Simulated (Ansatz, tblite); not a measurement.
Series PbX4: vertical IE (eV) at several levels, gas phase, relaxed structures; Ansatz, xTB through tblite. Core potentials for Pb in the def2 sets, no spin–orbit coupling. Raw xTB energies of ions are shifted by several eV. A dash marks a value that wasn't run or was left out as unsound. The structures are stationary points that may keep the symmetry of their start. Remarks come from the PBE and PBE0 runs and from stability tests at other levels; not every state was tested. HOMO above LUMO (over both spins in singlets and doublets, within one spin in higher multiplets; at PBE or PBE0), or a gap under 0.15 eV within one spin, warns that the state may not be the lowest or that an electron is smeared out.

```tsv
species	state	geometry	GFN1-xTB	PBE-D4/def2-TZVP	r2SCAN-D4/def2-TZVP	PBE0-D4/def2-TZVP	remarks
PbF4	singlet to doublet	PBE-D4/def2-SVP	18.71	13.35	13.74	14.32	gap within one spin near zero at PBE or PBE0 (+1 doublet)
PbCl4	singlet to doublet	PBE-D4/def2-SVP	15.17	10.81	11.15	11.57	gap within one spin near zero at PBE or PBE0 (+1 doublet)
PbH4 (H4Pb)	singlet to doublet	PBE0-D4/def2-TZVP	15.52	–	11.12	11.19	gap within one spin near zero at PBE or PBE0 (+1 doublet), HOMO above LUMO (+1 doublet)
```

Task: Estimate the rows for PbMe4 (C4H12Pb) (singlet to doublet, B3LYP-D4/def2-SVP geometry).

Result: 
```csv
species,state,geometry,GFN1-xTB,PBE-D4/def2-TZVP,r2SCAN-D4/def2-TZVP,PBE0-D4/def2-TZVP,remarks
PbMe4 (C4H12Pb),singlet to doublet,B3LYP-D4/def2-SVP,13.79,8.76,–,9.02,gap within one spin near zero at PBE or PBE0 (+1 doublet)
```
